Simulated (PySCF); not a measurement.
**Bonding in `C1=C(C2CCCC2)S[SiH2]1`**

Species: C₇H₁₂SSi.
Numbering: `[CH:1]1=[C:2]([CH:3]2[CH2:4][CH2:5][CH2:6][CH2:7]2)[S:8][SiH2:9]1` (hydrogens: H10 on C1; H11 on C3; H12, H13 on C4; H14, H15 on C5; H16, H17 on C6; H18, H19 on C7; H20, H21 on Si9)

Structure used (GFN2-xTB), in Å, numbered top down from 1:
```
atom  x, y, z in Å
C1     2.3764   -0.7436    0.7869
C2     1.2902   -0.2940    0.1295
C3    -0.1270   -0.2374    0.5529
C4    -1.0903   -0.8941   -0.4521
C5    -2.4189   -0.1244   -0.3383
C6    -2.1705    0.9973    0.6781
C7    -0.6601    1.1981    0.6511
S8     1.8164    0.3145   -1.4575
Si9    3.6797   -0.3884   -0.4993
H10    2.3643   -1.1674    1.7772
H11   -0.2150   -0.7238    1.5317
H12   -0.6779   -0.7890   -1.4562
H13   -1.2084   -1.9572   -0.2454
H14   -3.2333   -0.7737   -0.0186
H15   -2.6918    0.2965   -1.3057
H16   -2.7139    1.9080    0.4305
H17   -2.4780    0.6775    1.6756
H18   -0.3641    1.7481   -0.2437
H19   -0.2816    1.7217    1.5285
H20    4.2237   -1.4940   -1.2706
H21    4.5712    0.7424   -0.3002
```

Bond orders from the PBE0/pcSseg-1 density (PySCF). Isolated species at its GFN2-xTB geometry (one conformer only).

**Question.** How far do the computed orders between heavy atoms stray from the drawn ones?

**Answer.** The largest departure is 0.260, at C1–C2 (drawn double, 1.740). Drawn single, order below 0.88: S8–Si9 (0.842).

**Question.** Set the Mayer orders of the bonds between heavy atoms beside their lengths.

**Answer.** 
```
  bond  drawn as  length (Å)  Mayer order
 C1–C2    double       1.347        1.740
 C2–C3    single       1.480        0.971
 C3–C4    single       1.539        1.002
 C4–C5    single       1.540        1.027
 C5–C6    single       1.534        1.041
 C6–C7    single       1.524        1.035
 C2–S8    single       1.779        1.056
S8–Si9    single       2.210        0.842
Si9–C1    single       1.865        0.943
 C7–C3    single       1.534        0.985
```

By pair of heavy elements: C–C: lowest C2–C3 (0.971, 1.480 Å), highest C1–C2 (1.740, 1.347 Å); in 5 of the 21 pairs the longer bond (by over 0.003 Å) has the higher order (by 0.02 or more).

**Question.** And the bonds to hydrogen?

**Answer.** C–H: 0.94 to 0.97 (10 bonds); H–Si: 0.92 (2 bonds).

**Question.** Sum the orders of all bonds at each heavy atom with more than one neighbour and set the sums beside the valence in the SMILES.

**Answer.** C1 3.653 (drawn 4), C2 3.767 (drawn 4), C3 3.898 (drawn 4), C4 3.929 (drawn 4), C5 3.978 (drawn 4), C6 3.980 (drawn 4), C7 3.919 (drawn 4), S8 1.898 (drawn 2), Si9 3.623 (drawn 4). Orders between atoms that aren't bonded are not in these sums.

For a closed shell the Mayer order of atoms A and B is Σ (PS)μν (PS)νμ over the basis functions μ on A and ν on B, with P the density and S the overlap matrix.
